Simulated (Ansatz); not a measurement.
# Ligand exchange: SiH2(CH3)Cl + C2H6MgO → SiH2(CH3)(OH) + C2H5ClMg

Species: SiH2(CH3)Cl ((chlorosilyl)methane), singlet; C2H6MgO `C[CH2][Mg][OH]`, singlet; SiH2(CH3)(OH), singlet; C2H5ClMg `C[CH2][Mg][Cl]`, singlet. The partners trade Cl for OH: Si–Cl and Mg–OH bonds give way to Si–OH and Mg–Cl.

Shapes, held fixed at every level: PBE0-D4/def2-TZVP. Flexible molecules stand in one conformer, not always the lowest. Programs: Ansatz 0.2.0. The zero-point and thermal change to 298 K, harmonic and unscaled (PBE0-D4/def2-TZVP), is +2.4 kJ/mol.

```
               level                    kind  ΔH(298 K) (kJ/mol)  less CCSD(T)/def2-TZVPP
         HF/def2-SVP            Hartree–Fock               -82.2                     -8.9
   PBE-D4/def2-TZVPP                     GGA               -66.0                     +7.3
r2SCAN-D4/def2-TZVPP                meta-GGA               -72.7                     +0.6
  PBE0-D4/def2-TZVPP           global hybrid               -71.8                     +1.5
  wB97X-V/def2-TZVPP  range-separated hybrid               -72.2                     +1.1
       CCSD/def2-SVP   coupled cluster or CI               -69.2                     +4.1
     CCSD/def2-TZVPP   coupled cluster or CI               -75.0                     -1.7
  CCSD(T)/def2-TZVPP   coupled cluster or CI               -73.3                      0.0
```

The highest level, CCSD(T)/def2-TZVPP, gives ΔH(298 K) = -73.3 kJ/mol; the levels span -82.2 to -66.0. The column of differences is taken from that level and isn't an error. No measured value is set beside it here. Outer-core shells of Mg are correlated, in sets that cover them unevenly.
